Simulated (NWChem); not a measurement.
Species: CHBrCl$_{2}$; SMILES ClC(Cl)Br

```xyz
5

Cl    -0.0788     1.3121    -1.4569
C      0.4793     0.4958     0.0000
Cl    -0.0788     1.3121     1.4569
Br    -0.0340    -1.3732     0.0000
H      1.5735     0.5123     0.0000
```
Atoms are numbered in this order, from 1.

Structure relaxed at the PBE0/def2-SVP level.

Spin-orbit effects, on the heavy nuclei and on their neighbours, are missing.

Problem. Give the principal values of the shielding tensors (ppm) of Cl1, C2, Br4 from KT2/pcSseg-1, GIAO (NWChem), with their diamagnetic and paramagnetic parts as GIAO splits them.

Solution. 
| atom | σ11 | σ22 | σ33 | isotropic | diamagnetic | paramagnetic |
|---|---|---|---|---|---|---|
| Cl1 | 118.7 | 458.0 | 918.4 | 498.3 | 1147.7 | -649.3 |
| C2 | 36.4 | 99.7 | 100.8 | 79.0 | 250.3 | -171.3 |
| Br4 | 390.6 | 1154.8 | 2778.1 | 1441.2 | 3125.0 | -1683.8 |
